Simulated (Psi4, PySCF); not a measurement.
Intermolecular potential of Cl2OTi ··· H2O (SMILES [O]=[Ti]([Cl])[Cl] and O). Monomers: optimised at B3LYP-D3(BJ) (def2-TZVP), held rigid. Orientation: lowest of the rigid-body minima from ten starts at GFN2-xTB (searched outside a hard wall at short contacts). Only R, the distance of the centres of mass, is varied, so the lowest point isn't the relaxed dimer. The shortest distances reach bonding range, where SAPT0 and rigid monomers are unreliable. The table gives interaction energies.

```tsv
R / Å	A	B	C
2.15	-133.89	-102.46	-112.36
2.35	-135.28	-106.49	-113.82
2.52	-122.63	-97.05	-102.24
2.74	-100.82	-80.04	-82.94
3.05	-72.18	-57.34	-58.26
3.31	-53.60	-42.46	-42.51
3.87	-28.95	-22.23	-21.83
4.59	-15.03	-10.32	-10.16
5.52	-6.99	-4.39	-4.47
6.86	-2.08	-1.67	-1.75
```

Energies in kJ/mol.

Question: Which curve belongs to which method? The methods are PBE-D3(BJ)/def2-TZVP, counterpoise-corrected (Psi4); restricted B3LYP/6-31G*, spherical d, no counterpoise correction (PySCF); wB97M-V/def2-TZVP, counterpoise-corrected (Psi4 1.11).

Answer: A is RKS-B3LYP/6-31G*; B is PBE-D3(BJ)/def2-TZVP; C is wB97M-V/def2-TZVP.
